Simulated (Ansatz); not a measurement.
Isolated molecules relaxed with PBE0-D4/def2-TZVP in Ansatz; ΔE leaves out vibrations. CCSD(T)/CBS adds triple-zeta CCSD(T) − MP2 to the extrapolated MP2 energy (def2 sets, frozen cores). DFT in def2-TZVPP. B3LYP here is the variant with VWN-RPA as its local correlation; programs differ in this.

Reaction (isomerisation): `F[SiH]1C[SiH2][SiH2]1` → `FC1[SiH2][SiH2][SiH2]1`

```
             level  ΔE (eV)
         r2SCAN-D4     2.63
          B3LYP-D4     2.57
           ωB97M-V     2.62
              PBE0     2.57
SCS-MP2/def2-TZVPP     2.73
CCSD(T)/def2-TZVPP     2.65
    MP2/def2-QZVPP     2.83
SCS-MP2/def2-QZVPP     2.76
```

(1) What does CCSD(T)/CBS give? (An estimate is asked.)

Largest T1 diagnostic among the species: 0.014.

## Answers

(1) The calculation gave: +2.70 eV. The listed levels differ from it by -0.07, -0.13, -0.08, -0.13, 0.03, -0.05, 0.13, 0.06 eV.

From PBE to PBE0 (25 % exact exchange), in def2-TZVPP and without D4, ΔE moves by +0.11 eV.
